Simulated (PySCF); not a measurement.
Löwdin shares of the frontier orbitals

Compound: CH4FNOSi.
Atom-mapped SMILES: `[NH2:1][C:2](=[O:3])[SiH2:4][F:5]` (hydrogens: H6, H7 on N1; H8, H9 on Si4)

Geometry (PBE0-D3(BJ)/def2-SVP, Å), atoms numbered from 1 in this order:
```
atom  x, y, z in Å
N1     1.4011    0.4379   -0.5002
C2     0.6516   -0.3014    0.3476
O3     1.0975   -1.0441    1.2045
Si4   -1.2487   -0.1857    0.2109
F5    -1.6178    0.8251   -1.0224
H6     0.9643    1.0238   -1.1998
H7     2.4136    0.3859   -0.4542
H8    -1.8059    0.3734    1.4692
H9    -1.7969   -1.5331   -0.0878
```

Computed with TDDFT CAM-B3LYP/def2-SVPD, vertical, gas phase, core orbitals frozen in the response (PySCF).

Kohn–Sham orbitals with the atoms that hold most of them (Löwdin shares over 4%, at most four atoms; ? is withheld):

| orbital | ε (eV) | atoms |
| --- | --- | --- |
| HOMO-3 | -12.56 | O3 28%, Si4 18%, C2 17%, F5 12% |
| HOMO-2 | -11.42 | Si4 34%, H9 22%, H8 22%, F5 13% |
| HOMO-1 | -9.83 | N1 45%, O3 36%, C2 11% |
| HOMO | -8.90 | ? |
| LUMO | 0.56 | ? |
| LUMO+1 | 0.67 | Si4 41%, F5 12%, H9 9%, H8 8% |
| LUMO+2 | 1.38 | Si4 27%, C2 18%, O3 11%, H8 10% |

Task: Which atoms hold the LUMO, and with what shares?

Result: C2 (bonded to N, O and Si) 32%; O3 (bonded to C) 22%; Si4 (bonded to C, F and 2 H) 18%; N1 (bonded to C and 2 H) 15%.

Task: Which atoms hold the HOMO, and with what shares?

Result: O3 (bonded to C) 59%; C2 (bonded to N, O and Si) 17%; Si4 (bonded to C, F and 2 H) 10%; N1 (bonded to C and 2 H) 7%.

Task: The HOMO–LUMO gap is 9.46 eV. Where does the response calculation put the lowest singlet, and from which orbitals?

Result: S1 is at 4.89 eV (f = 0.0030), 4.56 eV below the gap, made of HOMO→LUMO (93%). Without the coupling terms of the response equations the lowest excitation would equal the gap.

Task: One configuration dominates each of S1, S2 and S5. Which, and how do the shares of the two leading atoms of either orbital change from the occupied to the empty one?

Result: 
- S1 (4.89 eV, f 0.0030), HOMO→LUMO (93%): O3 59% → 22%, C2 17% → 32%; low, almost dark, from the terminal oxygen into the C=O bond, the pattern of n→π*
- S2 (6.36 eV, f 0.0053), HOMO→LUMO+1 (73%): O3 59% → at most 9%, C2 17% → at most 9%, Si4 10% → 41%, F5 at most 7% → 12%
- S5 (7.40 eV, f 0.044), HOMO-1→LUMO+1 (76%): N1 45% → at most 9%, O3 36% → at most 9%, Si4 at most 4% → 41%, F5 at most 4% → 12%

Löwdin shares depend on the basis, the more so with diffuse functions.

One conformer stands for the species.
